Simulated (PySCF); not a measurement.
# Stretching LiTe⁺

Set-up: PySCF, scalar-relativistic core potentials, basis sets Li cc-pVDZ, Te cc-pVDZ-PP with ECP28. Energies in eV from Li⁺ + Te in their ground configurations at the same level. State: ³Σ⁻ (triplet), unpaired electrons π ↑↑.

All columns are PBE0. A positive dipole points towards Te; it is taken about the centre of mass and depends on that origin.

| R (Å) | E (eV) | μ (D) | Mulliken charge on Li (basis-dependent) | HOMO (eV) | LUMO (eV) | Mayer bond order | ⟨S²⟩ |
| --- | --- | --- | --- | --- | --- | --- | --- |
| 2.405 | -0.782 | -7.80 | 0.38 | -12.54 | -9.55 | 0.93 | 2.00 |
| 2.517 | -0.930 | -8.22 | 0.44 | -12.40 | -9.41 | 0.86 | 2.00 |
| 2.629 | -1.011 | -8.67 | 0.49 | -12.25 | -9.28 | 0.79 | 2.00 |
| 2.713 | -1.039 | -9.02 | 0.53 | -12.13 | -9.18 | 0.74 | 2.00 |
| 2.797 | -1.047 | -9.38 | 0.57 | -12.01 | -9.09 | 0.70 | 2.00 |
| 2.881 | -1.040 | -9.76 | 0.60 | -11.89 | -9.00 | 0.65 | 2.00 |
| 2.993 | -1.012 | -10.28 | 0.64 | -11.72 | -8.87 | 0.60 | 2.00 |
| 3.133 | -0.958 | -10.95 | 0.68 | -11.52 | -8.73 | 0.54 | 2.00 |
| 3.300 | -0.877 | -11.79 | 0.72 | -11.28 | -8.55 | 0.48 | 2.01 |
| 3.524 | -0.762 | -12.94 | 0.77 | -10.97 | -8.32 | 0.41 | 2.01 |

A fit through these points gives, at Re = 2.794 Å, μ = -9.37 D and dμ/dR = -4.40 D/Å; the reduced mass is 6.656 u.

Task: How strong is the fundamental in the double-harmonic approximation, I = 42.26·(dμ/dR)²/μred km/mol?

Result: I = 42.26·(-4.40)²/6.656 = 123 km/mol at PBE0.

These are scalar-relativistic numbers at best; spin–orbit coupling would shift them, the dissociation energy most. For an ion De counts to the pair picked by the measured ionisation energies or electron affinities, which need not be the lowest pair at this level. The state is the lowest determinant that a PBE0 search found; another state may lie lower at other levels.
